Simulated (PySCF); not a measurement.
C₃H₈O₂Si, SMILES C=C[Si@@H](O)OC.

The structure is a stationary point at PBE-D3(BJ)/def2-SVP. The structure was generated by enumeration; whether it is a known compound was not checked. Other conformers were not sampled.

Calculation: PBE-D3(BJ)/def2-SVP run with PySCF.

Frequencies are harmonic and unscaled.

```
mode  ν (cm⁻¹)  IR (km/mol)  moving atoms (share of kinetic energy)
----  --------  -----------  --------------------------------------
1           59          1.9                  O 40 %, H 29 %, C 26 %
2           79          0.3                          H 77 %, C 16 %
3          101          1.6                  H 50 %, C 31 %, O 18 %
4          126          1.7         C 49 %, H 26 %, O 12 %, Si 12 %
5          185          0.6                  O 38 %, H 32 %, C 27 %
6          240         20.5                  H 44 %, C 30 %, O 20 %
7          303         41.3                 H 54 %, O 29 %, Si 15 %
8          357         82.1                  O 50 %, H 36 %, Si 9 %
9          399          9.0         C 44 %, H 24 %, Si 22 %, O 10 %
10         518         43.0                          H 56 %, C 35 %
11         638         26.5         C 42 %, H 26 %, Si 19 %, O 14 %
12         728         13.1          H 43 %, O 36 %, Si 12 %, C 9 %
13         787         60.8                 H 62 %, O 20 %, Si 12 %
14         822        216.9                  H 58 %, Si 27 %, O 9 %
15         882         99.4                 Si 42 %, O 33 %, H 23 %
16         884        210.6                                  H 87 %
17         960         21.2                          H 72 %, C 28 %
18         976         24.5                          H 81 %, C 15 %
19        1009         14.6                                  H 94 %
20        1118        200.7                  O 39 %, C 34 %, H 25 %
21        1136          0.5                          H 76 %, C 19 %
22        1170        106.2                  H 51 %, C 24 %, O 24 %
23        1234          2.1                          H 71 %, C 28 %
24        1366         18.0                          H 85 %, C 15 %
25        1420          4.1                                  H 97 %
26        1423          2.1                           H 89 %, C 9 %
27        1426         11.1                                  H 95 %
28        1620         10.0                          C 87 %, H 13 %
29        2187        137.1                                  H 97 %
30        2918         82.2                                  H 97 %
31        2989         39.5                          H 90 %, C 10 %
32        3037         27.6                           H 91 %, C 9 %
33        3049         15.0                                  H 95 %
34        3067          5.9                           H 92 %, C 8 %
35        3149          5.3                          H 89 %, C 11 %
36        3751         59.4                                  H 94 %
```
